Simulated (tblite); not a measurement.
Compound: H6N3Si2 (doublet state).
Cartesian coordinates in Å at the GFN2-xTB level; atoms count from 1:
```xyz
11
H6N3Si2 angstrom
N      1.840    0.269   -0.460
Si     0.466    0.181    0.569
N     -0.645   -1.162    0.442
Si    -2.034   -0.211   -0.042
N     -0.865    1.089   -0.088
H      1.691    0.134   -1.447
H      2.681   -0.200   -0.171
H      0.916    0.488    1.919
H     -0.586   -2.089    0.823
H     -2.483   -0.576   -1.392
H     -0.975    2.081   -0.179
```

The geometry is computed with GFN2-xTB (gas phase). This method treats the open shell by occupation alone, without spin polarisation.

Masses are those of the commonest isotopes; rigid-rotor values at the optimised geometry. The values belong to one conformer with, in the numbering `[NH2:1][SiH:2]1[NH:3][SiH:4][NH:5]1`, H–N1–Si2–N3 49° and -87°.

Task: Give the principal moments of inertia and the rotational constants in cm⁻¹.

Result: Ia = 67.14, Ib = 212.27, Ic = 240.69 u·Å²; 505379 MHz·u·Å²/I gives 7527, 2381 and 2100 MHz, that is A = 0.25107, B = 0.07942, C = 0.07004 cm⁻¹.

Task: Classify the top.

Result: An asymmetric top; Ray's κ = -0.896.

Task: What does the inertial defect say?

Result: Not planar: Δ = Ic − Ia − Ib = -38.72 u·Å². For a rigid frame Δ = −2 Σ m c², so Σ m c² = 19.36 u·Å² lies off the ab plane: 8.40 from hydrogen and 10.96 from heavier atoms. The atom farthest from that plane is 1.80 Å away.

For this open shell read J as N, the rotation without spin; fine and hyperfine splittings come on top. Its GFN2-xTB frequencies are all real (lowest 122 cm⁻¹). Constants of a rigid frame at the computed geometry: no zero-point averaging, no centrifugal distortion.
